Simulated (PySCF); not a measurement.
Point-charge models of `C[SiH2][C@H](F)C#C[SiH2]SC` against its computed dipole.

Coordinates (GFN2-xTB, Å) and charges (e) from the PBE0/pcSseg-1 density (PySCF):

| atom | x | y | z | Mulliken | IAO | Hirshfeld | ESP-fitted |
| --- | --- | --- | --- | --- | --- | --- | --- |
| C1 | 1.610 | 1.080 | 1.156 | -0.6468 | -0.7148 | -0.2081 | -0.3554 |
| Si2 | 2.475 | -0.591 | 0.958 | +0.6599 | +0.7817 | +0.3562 | +0.4911 |
| C3 | 1.709 | -1.471 | -0.597 | -0.0629 | -0.1001 | -0.0109 | -0.0611 |
| F4 | 2.160 | -0.798 | -1.735 | -0.3294 | -0.3215 | -0.1195 | -0.1915 |
| C5 | 0.272 | -1.450 | -0.549 | +0.0781 | -0.0178 | -0.0317 | +0.0179 |
| C6 | -0.933 | -1.384 | -0.501 | -0.4563 | -0.3635 | -0.1605 | -0.2636 |
| Si7 | -2.741 | -1.087 | -0.303 | +0.6233 | +0.7141 | +0.3356 | +0.3492 |
| S8 | -2.906 | 0.833 | 0.667 | -0.3099 | -0.1815 | -0.1003 | -0.2567 |
| C9 | -1.984 | 1.861 | -0.520 | -0.4108 | -0.4964 | -0.1164 | -0.4059 |
| H10 | 2.069 | 1.669 | 1.945 | +0.1471 | +0.1618 | +0.0468 | +0.1050 |
| H11 | 0.560 | 0.952 | 1.407 | +0.1704 | +0.1676 | +0.0394 | +0.0825 |
| H12 | 1.663 | 1.662 | 0.238 | +0.1509 | +0.1626 | +0.0466 | +0.0941 |
| H13 | 3.902 | -0.457 | 0.659 | -0.0742 | -0.1151 | -0.0725 | -0.1159 |
| H14 | 2.228 | -1.489 | 2.090 | -0.0707 | -0.1212 | -0.0735 | -0.1177 |
| H15 | 2.069 | -2.501 | -0.702 | +0.1572 | +0.1727 | +0.0572 | +0.1436 |
| H16 | -3.381 | -1.006 | -1.614 | -0.0549 | -0.1160 | -0.0666 | -0.0265 |
| H17 | -3.352 | -2.013 | 0.634 | -0.0598 | -0.0965 | -0.0586 | -0.0091 |
| H18 | -1.037 | 1.384 | -0.755 | +0.1722 | +0.1566 | +0.0392 | +0.1709 |
| H19 | -2.575 | 1.996 | -1.421 | +0.1563 | +0.1567 | +0.0452 | +0.1571 |
| H20 | -1.814 | 2.820 | -0.043 | +0.1603 | +0.1706 | +0.0526 | +0.1919 |

Question: What dipole does each set of charges give (1 e·Å = 4.803 D), and what does the density give?

Answer: The full density gives (0.81, -0.15, 0.42) D, 0.93 D in size; dipole vectors point from the negative to the positive end.

| scheme | μx | μy | μz | size (D) | share of the full size (%) | angle to the full dipole (°) |
| --- | --- | --- | --- | --- | --- | --- |
| Mulliken | 1.30 | -1.60 | 2.13 | 2.97 | 320 | 37 |
| IAO | -0.07 | -1.59 | 2.74 | 3.16 | 341 | 63 |
| Hirshfeld | 0.24 | -0.24 | 0.93 | 1.00 | 107 | 47 |
| ESP-fitted | 0.78 | -0.13 | 0.39 | 0.88 | 95 | 2 |

Question: Which set comes closest?

Answer: Length of the difference vector: ESP-fitted 0.05 D, Hirshfeld 0.77 D, Mulliken 2.30 D, IAO 2.86 D. Closest: ESP-fitted. 

Question: What is left for the Hirshfeld atoms' own dipoles?

Answer: The shares of the density sum to the whole, so what Σ q r misses lies in dipoles about the nuclei. The atomic dipoles sum to (0.81, -0.15, 0.42) − (0.24, -0.24, 0.93) = (0.57, 0.09, -0.51) D, 0.77 D in size.

Question: With the origin at the mean of the coordinates, (0.000, 0.001, 0.051) Å, which are the largest single terms, by size, of the Hirshfeld dipole along the direction of the full one?

Answer: Si2 +4.58, Si7 -3.85, C1 -1.74, H13 -1.31, C9 +1.28 D; all 20 atoms together +0.68 D. The single terms depend on the origin, their sum doesn't.

Question: Give the size of the full dipole in other units.

Answer: 0.93 D = 0.365 au = 0.193 e·Å = 3.09 × 10⁻³⁰ C·m.

The structure is a single GFN2-xTB conformer in the gas phase; no vibrational or solvent corrections.

The run behind these numbers computed NMR shieldings as well. On Arm Neoverse V2, one thread, shared host with 96 logical CPUs at a one-minute load of 56, this took 53 s and 1.1 GiB of memory at its peak.

Shape of the structure used: `[CH3:1][SiH2:2][C@H:3]([F:4])[C:5]#[C:6][SiH2:7][S:8][CH3:9]`: C1–Si2–C3–F4 72°, C6–Si7–S8–C9 57°.
